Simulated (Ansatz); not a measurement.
Consider the formal exchange of groups at the Al–O bond: `C[CH2][AlH][OH]` + `O=CCS` → `C[CH2][AlH2]` + `O=C(O)CS`.

Calculated with Ansatz (gas phase, PBE0-D4/def2-TZVP geometries, no zero-point term in ΔE). CBS: MP2 limit from def2 TZ/QZ plus the TZ coupled-cluster correction, frozen cores. Functionals use def2-TZVPP. Each species was taken in one conformer, which may not be the lowest.

`C[CH2][AlH][OH]`:

Cartesian coordinates in Å:
```
C 0.854 1.106 -0.059
C -0.606 0.672 0.061
Al -0.941 -1.256 0.067
O 0.338 -2.370 -0.064
H 1.310 0.740 -0.984
H 0.966 2.194 -0.057
H 1.459 0.722 0.768
H -1.200 1.109 -0.754
H -1.053 1.091 0.973
H -2.380 -1.901 0.193
H 1.253 -2.107 -0.145
```

`O=CCS`:

Z-matrix (Å, degrees):
```
C
C 1 1.501
S 1 1.800 2 114.6
H 1 1.096 2 107.1 3 -123.3
H 1 1.096 2 106.9 3 123.3
O 2 1.198 1 125.6 3 -0.7
H 2 1.110 1 113.6 3 179.4
H 3 1.347 1 93.7 2 1.0
```

`C[CH2][AlH2]`:

Z-matrix (Å, degrees):
```
C
C 1 1.528
H 1 1.093 2 111.7
H 1 1.094 2 112.2 3 120.4
H 1 1.093 2 111.7 3 -119.2
Al 2 1.958 1 116.9 3 59.6
H 2 1.099 1 110.4 3 -177.4
H 2 1.099 1 110.4 3 -63.2
H 6 1.592 2 121.0 1 -0.5
H 6 1.592 2 119.8 1 179.5
```

`O=C(O)CS`:

```xyz
9

O    -0.895   -1.723    0.329
C    -0.405   -0.734   -0.139
O     0.221   -0.716   -1.328
C    -0.401    0.623    0.506
S     1.235    1.046    1.162
H     0.204   -1.622   -1.666
H    -1.073    0.596    1.361
H    -0.734    1.387   -0.197
H     1.849    1.142   -0.028
```

```tsv
level	ΔE (kcal/mol)
PBE-D4	25.5
ωB97X-V	25.7
ωB97M-V	26.9
PBE-QIDH	26.6
PBE	25.6
revPBE	25.6
LC-ωPBE	25.7
SCS-MP2/def2-TZVPP	28.8
```

(1) What does CCSD(T)/CBS give? (Best estimate.)

Largest T1 diagnostic among the species: 0.014.

Answers

(1) Ansatz gave: +29.2 kcal/mol. The listed levels differ from it by -3.7, -3.5, -2.3, -2.6, -3.6, -3.6, -3.5, -0.4 kcal/mol.

At CCSD(T), def2-SVP lies −7.1 kcal/mol from the extrapolated value and def2-TZVPP −1.2 kcal/mol. Leaving LDA and LC-ωPBE aside and taking each functional with its dispersion term where it has one, the values, not all of them listed here, spread over 3.6 kcal/mol, from B97M-V to B2PLYP. LDA lies −1.4 kcal/mol from PBE without D4.
